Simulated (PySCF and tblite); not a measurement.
Values are calculated unless marked as measured or tabulated.
C₆H₁₂O, numbered as in [OH:1][CH:2]1[CH2:3][CH2:4][CH2:5][CH2:6][CH2:7]1. Search: ETKDG and KDG, MMFF94s, GFN2-xTB, 90 starts; geometries at PBE0-D3(BJ)/def2-SVP. Free energies are PBE0-D3(BJ)/def2-TZVP (IEF-PCM, chloroform) single points with GFN2-xTB rigid-rotor and vibrational terms (modes under about 100 cm⁻¹ blended into free rotors). Symmetry numbers and mirror images are counted. Conformers within 3 kcal/mol (GFN2-xTB free energy) were kept, 8 at most. GIAO shieldings: PBE0/pcSseg-1 (IEF-PCM, chloroform). Shifts are against TMS (¹H), TMS (¹³C) at the same level. Run with PySCF (density fitting) and tblite.

Torsions listed: H1–O1–C2–C3. The 6-ring runs over atoms 2–3–4–5–6–7. Of a mirror pair one member is shown.

| conformer | shape | point group | mirror pair | ΔE(DFT) | Δ(G−E) at 220 K | δ H2 (ppm) |
| --- | --- | --- | --- | --- | --- | --- |
| 1 | 6-ring chair (all substituents equatorial); -63° | Cs | no | 0.00 | 0.00 | 3.10 |
| 2 | 6-ring chair (all substituents equatorial); -179° | C1 | yes | 0.02 | -0.16 | 3.36 |
| 3 | 6-ring chair (O1 axial); -175° | C1 | yes | 0.97 | -0.13 | 3.90 |
| 4 | 6-ring chair (O1 axial); -62° | Cs | no | 1.12 | 0.06 | 3.61 |

Energies in kcal/mol; the thermal term leaves out symmetry numbers and mirror images.

Q: Work out the weights at 220 K and the ¹H shift of H2 under fast exchange.

A: RT = 0.437 kcal/mol. Each conformer gets RT ln(σ/g), with σ the rotational symmetry number and g = 2 for a mirror pair: 1: σ = 1, g = 1, G = 0.00 + 0.00 + 0.00 = 0.00, 0.44 above the lowest, exp(−ΔG/RT) = 0.367; 2: σ = 1, g = 2, G = 0.02 − 0.16 − 0.30 = -0.44, 0.00 above the lowest, exp(−ΔG/RT) = 1.000; 3: σ = 1, g = 2, G = 0.97 − 0.13 − 0.30 = 0.54, 0.97 above the lowest, exp(−ΔG/RT) = 0.108; 4: σ = 1, g = 1, G = 1.12 + 0.06 + 0.00 = 1.18, 1.61 above the lowest, exp(−ΔG/RT) = 0.025. The sum is 1.499, so the weights are 24.5, 66.7, 7.2, 1.7 %. The averaged shift is 3.34 ppm. At 298.15 K it is 3.37 ppm. At 298.15 K the leading conformer alone gives 3.36 ppm and bare DFT energies give 3.31 ppm.
